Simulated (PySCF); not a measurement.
## Dipole moment and polarisability of `CC(C)(C)/C=C\C#N`

Compound: C7H11N.
Numbering: `[CH3:1][C:2]([CH3:3])([CH3:4])/[CH:5]=[CH:6]\[C:7]#[N:8]` (hydrogens: H9, H10, H11 on C1; H12, H13, H14 on C3; H15, H16, H17 on C4; H18 on C5; H19 on C6)

Cartesian coordinates in Å at the GFN2-xTB level; atoms count from 1:
```xyz
19
C7H11N angstrom
C     -1.3075   -1.4740    0.0380
C     -0.3790   -0.2560    0.0167
C     -0.7116    0.6177   -1.2005
C     -0.5809    0.5589    1.3018
C      1.0478   -0.7298   -0.0667
C      2.1411    0.0333   -0.1171
C      2.1600    1.4401   -0.1058
N      2.2306    2.5861   -0.1009
H     -1.0999   -2.0995    0.9040
H     -2.3466   -1.1579    0.0886
H     -1.1766   -2.0721   -0.8618
H     -0.0751    1.4981   -1.2296
H     -1.7472    0.9450   -1.1486
H     -0.5719    0.0583   -2.1236
H     -0.3204   -0.0343    2.1763
H      0.0368    1.4531    1.2923
H     -1.6222    0.8600    1.3881
H      1.1866   -1.8031   -0.0855
H      3.1262   -0.4144   -0.1732
```

Level: PBE0/def2-SVPD (PySCF), static field, nuclei fixed, core orbitals frozen in the response. The polarisability tensor in these axes (au):

```
x   92.93 13.13 -1.02
y   13.13 96.99 -0.51
z   -1.02 -0.51 72.09
```

Q: Give the principal values, the mean and the anisotropy Δα = √{½[(α1 − α2)² + (α2 − α3)² + (α1 − α3)²]}.

A: Principal values 72.04, 81.69 and 108.28 au; mean 87.34 au = 12.94 Å³ = 14.40 × 10⁻⁴⁰ C²·m²/J; Δα = 32.50 au (37 % of the mean).

Q: What is the dipole moment, and where does it point?

A: (-1.26, -3.83, 0.04) D, 4.03 D in size, pointing from the negative to the positive side. Measured along this direction, the outermost atoms are N8 at the negative end and H9 and H11 at the positive end.

Q: What molar refraction does this α imply?

A: Lorentz–Lorenz: R = (4π/3)N_A α = 2.5225 cm³/(mol·Å³) × 12.94 Å³ = 32.6 cm³/mol, in the limit of long wavelengths.

Q: Rayleigh depolarisation ratio (linearly polarised light, static tensor)?

A: ρ = 3Δα²/(45ᾱ² + 4Δα²) = 3169.5/(343239 + 4226.0) = 0.00912.

Q: What would n − 1 = 2πNα be for an ideal gas of these molecules at 273.15 K and 1 atm, electronic part alone?

A: N = p/kT = 2.6868 × 10¹⁹ cm⁻³, so n − 1 = 2π × N × 12.94 × 10⁻²⁴ cm³ = 2185 × 10⁻⁶ at long wavelengths.

Q: Traceless (Buckingham) quadrupole moment about the centre of nuclear charge: eigenvalues?

A: -13.62, 2.84, 10.79 D·Å. The values depend on the origin, since the dipole doesn't vanish. The electronic extent ⟨r²⟩ about the same centre is 1043 bohr², a root-mean-square distance of 2.21 Å for the 60 electrons.

Q: Find the Langevin capture rate constant for H3O+ (19.018 u) meeting this molecule (109.089 u), k = 2.342 × 10⁻⁹ cm³/s × √(α in Å³ / reduced mass in u).

A: The reduced mass is 16.19 u, so k = 2.09 × 10⁻⁹ cm³/s. The formula leaves out the permanent dipole, which adds to the capture rate.

Isolated species at its GFN2-xTB geometry, gas phase.
